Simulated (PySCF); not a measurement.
C3H10OSi2, SMILES C[Si@H]1CO[C@H]1[SiH3].

Geometry optimised at PBE0-D3(BJ)/def2-SVP. The structure was generated by enumeration; whether it is a known compound was not checked.

Calculation: TDA-PBE/def2-SVPD in PySCF 2.14.0.

Vertical excitations. 

| state | energy (eV) | λ (nm) | f | main pairs |
|---|---|---|---|---|
| S1 | 5.05 | 245 | 0.005 | HOMO→LUMO 99 % |
| S2 | 5.17 | 240 | 0.005 | HOMO→LUMO+1 97 % |
| S3 | 5.47 | 227 | 0.007 | HOMO→LUMO+2 98 % |
| S4 | 5.98 | 207 | 0.015 | HOMO→LUMO+3 63 %, HOMO→LUMO+4 35 % |
| S5 | 6.09 | 203 | 0.037 | HOMO→LUMO+4 60 %, HOMO→LUMO+3 30 % |
| S6 | 6.13 | 202 | 0.006 | HOMO−1→LUMO 95 % |
| T1 | 4.94 | 251 | 0 | HOMO→LUMO 83 %, HOMO→LUMO+1 16 % |
| T2 | 4.97 | 250 | 0 | HOMO→LUMO+1 81 %, HOMO→LUMO 17 % |
Triplets are in the Tamm–Dancoff approximation.
